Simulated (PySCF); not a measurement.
C$_{7}$H$_{7}$, doublet (typed; the unrestricted solution is spin-contaminated), geometry from GFN2-xTB; CCSD(T)/STO-3G (PySCF).

Here is a job for PySCF.
```python
from pyscf import gto, scf, cc

mol = gto.M(
    atom='''
C     1.09680634   -0.69203971    0.74283602
C     1.46511471   -0.16542108   -0.39694795
C     0.25715990    0.70668960   -0.82393668
C    -0.86545773   -0.27256305   -1.11809504
C    -1.19325300   -0.85620363    0.02657574
C    -0.30187962   -0.26459932    1.10797380
C    -0.19812854    1.18160991    0.57202127
H     2.35681440   -0.27313925   -0.97806664
H     0.47183494    1.45696776   -1.57983187
H    -1.25589036   -0.44934320   -2.10207177
H    -1.91225754   -1.63132774    0.20914197
H    -0.61524824   -0.41222483    2.13605884
H     0.54860400    1.78133171    1.09066769
H    -1.15602971    1.70289907    0.56153867
''',
    basis='sto-3g',
    spin=1,
    verbose=4,
)

mf = scf.UHF(mol)
mf.kernel()

mycc = cc.CCSD(mf)
mycc.kernel()
et = mycc.ccsd_t()
print('E(CCSD(T)) = %.10f' % (mycc.e_tot + et))
```

What the program printed (banner, timings and long lists left out):

```
PySCF version 2.14.0

[INPUT] verbose = 4
[INPUT] num. atoms = 14
[INPUT] num. electrons = 49
[INPUT] charge = 0
[INPUT] spin (= nelec alpha-beta = 2S) = 1
[INPUT] symmetry False subgroup None
[INPUT] Mole.unit = angstrom
[INPUT] Symbol           X                Y                Z      unit          X                Y                Z       unit  Magmom
[...]
nuclear repulsion = 280.202582987836
number of shells = 28
number of NR pGTOs = 126
number of NR cGTOs = 42
basis = sto-3g
ecp = {}

******** <class 'pyscf.scf.uhf.UHF'> ********
method = UHF
initial guess = minao
damping factor = 0
level_shift factor = 0
DIIS = <class 'pyscf.scf.diis.CDIIS'>
diis_start_cycle = 1
diis_space = 8
diis_damp = 0
SCF conv_tol = 1e-09
SCF conv_tol_grad = None
SCF max_cycles = 50
direct_scf = True
direct_scf_tol = 1e-13
number electrons alpha = 25  beta = 24
Set gradient conv threshold to 3.16228e-05
init E= -268.093202659059

cycle= 1 E= -265.67760417336  delta_E= 2.42  |g|= 0.254  |ddm|= 3.58
cycle= 2 E= -265.747221764598  delta_E= -0.0696  |g|= 0.0928  |ddm|= 0.504
cycle= 3 E= -265.757626122663  delta_E= -0.0104  |g|= 0.0396  |ddm|= 0.199
cycle= 4 E= -265.760370843481  delta_E= -0.00274  |g|= 0.0248  |ddm|= 0.0839
cycle= 5 E= -265.761944541326  delta_E= -0.00157  |g|= 0.023  |ddm|= 0.0562
cycle= 6 E= -265.763632615132  delta_E= -0.00169  |g|= 0.0229  |ddm|= 0.0601
cycle= 7 E= -265.762939978067  delta_E= 0.000693  |g|= 0.0227  |ddm|= 0.0246
cycle= 8 E= -265.754674459748  delta_E= 0.00827  |g|= 0.0171  |ddm|= 0.344
cycle= 9 E= -265.747574945769  delta_E= 0.0071  |g|= 0.0196  |ddm|= 0.392
cycle= 10 E= -265.746651834074  delta_E= 0.000923  |g|= 0.0224  |ddm|= 0.0386
cycle= 11 E= -265.74129005565  delta_E= 0.00536  |g|= 0.0365  |ddm|= 0.172
cycle= 12 E= -265.74412882667  delta_E= -0.00284  |g|= 0.0276  |ddm|= 0.0796
cycle= 13 E= -265.747175248181  delta_E= -0.00305  |g|= 0.0206  |ddm|= 0.113
cycle= 14 E= -265.753119493888  delta_E= -0.00594  |g|= 0.0147  |ddm|= 0.321
cycle= 15 E= -265.757049547616  delta_E= -0.00393  |g|= 0.0181  |ddm|= 0.201
cycle= 16 E= -265.750077016798  delta_E= 0.00697  |g|= 0.0154  |ddm|= 0.378
cycle= 17 E= -265.749005658724  delta_E= 0.00107  |g|= 0.0164  |ddm|= 0.0596
cycle= 18 E= -265.748658305881  delta_E= 0.000347  |g|= 0.0169  |ddm|= 0.0184
cycle= 19 E= -265.746190529435  delta_E= 0.00247  |g|= 0.0219  |ddm|= 0.109
cycle= 20 E= -265.750117793564  delta_E= -0.00393  |g|= 0.0148  |ddm|= 0.187
[...]
cycle= 50 E= -265.748208713048  delta_E= -0.00092  |g|= 0.0182  |ddm|= 0.0428
SCF not converged.
SCF energy = -265.748208713048 after 50 cycles  <S^2> = 0.95078922  2S+1 = 2.1916106

******** <class 'pyscf.cc.uccsd.UCCSD'> ********
CC2 = 0
CCSD nocc = (np.int64(25), np.int64(24)), nmo = (42, 42)
max_cycle = 50
direct = 0
conv_tol = 1e-07
conv_tol_normt = 1e-06
diis_space = 6
diis_start_cycle = 0
diis_start_energy_diff = 1e+09
Init t2, MP2 energy = -0.36490435007541
Init E_corr(UCCSD) = -0.365357086489693
cycle = 1  E_corr(UCCSD) = -0.427869908269731  dE = -0.0625128218  norm(t1,t2) = 0.126832
cycle = 2  E_corr(UCCSD) = -0.452244583849319  dE = -0.0243746756  norm(t1,t2) = 0.0769059
cycle = 3  E_corr(UCCSD) = -0.4843781707362  dE = -0.0321335869  norm(t1,t2) = 0.0558065
cycle = 4  E_corr(UCCSD) = -0.485616934201704  dE = -0.00123876347  norm(t1,t2) = 0.0217029
cycle = 5  E_corr(UCCSD) = -0.485632195159522  dE = -1.52609578e-05  norm(t1,t2) = 0.00777722
cycle = 6  E_corr(UCCSD) = -0.485959646369915  dE = -0.00032745121  norm(t1,t2) = 0.0028718
cycle = 7  E_corr(UCCSD) = -0.485800790731516  dE = 0.000158855638  norm(t1,t2) = 0.00110562
cycle = 8  E_corr(UCCSD) = -0.485841132430173  dE = -4.03416987e-05  norm(t1,t2) = 0.000661803
cycle = 9  E_corr(UCCSD) = -0.485836813907226  dE = 4.31852295e-06  norm(t1,t2) = 0.000385381
cycle = 10  E_corr(UCCSD) = -0.485841416781234  dE = -4.60287401e-06  norm(t1,t2) = 0.000152421
cycle = 11  E_corr(UCCSD) = -0.485832016851195  dE = 9.39993004e-06  norm(t1,t2) = 6.77722e-05
cycle = 12  E_corr(UCCSD) = -0.485827065882412  dE = 4.95096878e-06  norm(t1,t2) = 3.15309e-05
cycle = 13  E_corr(UCCSD) = -0.485825167717149  dE = 1.89816526e-06  norm(t1,t2) = 1.78122e-05
cycle = 14  E_corr(UCCSD) = -0.485824970209476  dE = 1.97507673e-07  norm(t1,t2) = 1.07668e-05
cycle = 15  E_corr(UCCSD) = -0.485825481015578  dE = -5.10806102e-07  norm(t1,t2) = 5.63469e-06
cycle = 16  E_corr(UCCSD) = -0.485825730541926  dE = -2.49526348e-07  norm(t1,t2) = 3.08381e-06
cycle = 17  E_corr(UCCSD) = -0.48582585704084  dE = -1.26498914e-07  norm(t1,t2) = 1.89363e-06
cycle = 18  E_corr(UCCSD) = -0.485825863034718  dE = -5.99387862e-09  norm(t1,t2) = 1.00708e-06
cycle = 19  E_corr(UCCSD) = -0.485825844182694  dE = 1.88520248e-08  norm(t1,t2) = 5.56083e-07
UCCSD converged
E(UCCSD) = -266.2340345572305  E_corr = -0.4858258441826936
UCCSD(T) correction = -0.00627202602831503
E(CCSD(T)) = -266.2403065833
```

Convergence was not reached.
